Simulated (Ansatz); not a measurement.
```xyz
31

C    -2.638    0.408   -0.373
C    -1.610   -0.373    0.443
C    -1.741   -0.060    1.929
Ga    0.236   -0.034   -0.253
C     1.186    1.687    0.112
C     2.000    1.522    1.395
C     0.281    2.909    0.195
C     1.134   -1.510   -1.260
C     0.273   -1.961   -2.436
C     1.418   -2.680   -0.321
H    -2.608    0.155   -1.437
H    -3.659    0.204   -0.022
H    -2.484    1.489   -0.288
H    -1.807   -1.443    0.299
H    -1.532    0.994    2.140
H    -2.758   -0.260    2.290
H    -1.058   -0.655    2.543
H     1.891    1.830   -0.716
H     1.355    1.351    2.264
H     2.705    0.685    1.340
H     2.588    2.423    1.610
H     0.859    3.818    0.405
H    -0.270    3.083   -0.734
H    -0.458    2.810    0.996
H     2.088   -1.133   -1.646
H    -0.711   -2.307   -2.103
H     0.108   -1.162   -3.165
H     0.739   -2.797   -2.974
H     0.498   -3.067    0.130
H     2.093   -2.407    0.496
H     1.884   -3.517   -0.859
```

Charge 0, multiplicity 1.

**Question.** List the PBE/def2-TZVPP orbital energies in eV (Ansatz). (Best estimate.)

**Answer.** Ansatz gave: Occupied: -10092.63, -1232.57, -1092.31, -1092.16, -1092.16, -268.64, -268.57, -268.56, -268.56, -268.55, -268.53, -268.53, -268.51, -268.50, -142.32, -97.02, -96.62, -96.62, -19.42, -19.26, -19.25, -18.90, -18.90, -18.83, -18.52, -18.44, -16.72, -16.66, -16.64, -14.02, -13.73, -13.62, -11.29, -10.93, -10.75, -10.63, -10.29, -10.23, -9.70, -9.62, -9.57, -9.13, -9.08, -9.05, -8.18, -8.07, -8.02, -8.00, -7.83, -7.82, -7.79, -5.32, -5.29. Lowest empty: -1.50, -0.26, 0.60, 0.68, 1.15, 1.39, 1.51, 1.57.
